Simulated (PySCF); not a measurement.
The same groups moved round the core (cyclohexane cyano+boryl). Gas-phase values, no solvent. One relaxed conformer stands for each flexible species; it need not be the lowest. Strings in code marks are SMILES.

Level of theory: TPSSh-D3(BJ)/def2-TZVP // PBE0-D3(BJ)/def2-SVP (PySCF 2.14.0). Delta-SCF ions had no search for a lower state. 

```
species                    HOMO–LUMO gap (eV)  HOMO (eV)  vertical ionisation energy (Delta-SCF) (eV)
-------------------------  ------------------  ---------  -------------------------------------------
`B[C@H]1CC[C@H](C#N)CC1`                 5.98      -7.92                                        10.07
`B[C@@H]1CCC[C@H](C#N)C1`                 [?]        [?]                                        10.01
`B[C@@H]1CCCC[C@@H]1C#N`                 5.85      -7.84                                        10.00
`B[C@@H]1CCCC[C@H]1C#N`                  5.84      -7.84                                          [?]
```

Q: Some entries are withheld; supply them.

A: 
- `B[C@@H]1CCC[C@H](C#N)C1`, HOMO–LUMO gap (eV): 6.50
- `B[C@@H]1CCC[C@H](C#N)C1`, HOMO (eV): -7.74
- `B[C@@H]1CCCC[C@H]1C#N`, vertical ionisation energy (Delta-SCF) (eV): 9.99
